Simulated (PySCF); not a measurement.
A calculated (B3LYP, PySCF 2.14, x2c-TZVPPall with one added diffuse shell each of s, p, d, f type, the spin-free X2C one-electron Hamiltonian (Gaussian nucleus)) atom or ion has these occupied shells.

```csv
shell,electrons,orbital energy (eV),"rms radius, mean of both spins (bohr)"
1s α,1,-78288.5,0.0194
1s β,1,-78288.5,0.0194
2s α,1,-13793.6,0.0782
2s β,1,-13793.4,0.0782
2p α,3,-12007.9,0.0716
2p β,3,-12007.7,0.0716
3s α,1,-3263.9,0.200
3s β,1,-3263.8,0.200
3p α,3,-2739.4,0.202
3p β,3,-2739.3,0.202
3d α,5,-2146.2,0.184
3d β,5,-2146.0,0.184
4s α,1,-717.68,0.441
4s β,1,-717.46,0.441
4p α,3,-543.98,0.470
4p β,3,-543.78,0.470
4d α,5,-326.20,0.503
4d β,5,-325.96,0.503
5s α,1,-117.52,1.01
5s β,1,-116.13,1.01
4f α,7,-86.469,0.569
4f β,7,-86.192,0.569
5p α,3,-71.320,1.17
5p β,3,-69.544,1.17
5d α,5,-18.615,1.74
5d β,3,-17.251,1.74
6s α,1,-15.232,2.81
```

Question: Name the element and its charge.

Answer: Pt⁺ (platinum, charge +1), in [Xe] 4f14 5d8 6s1, high-spin 4F determinant (an excited configuration).
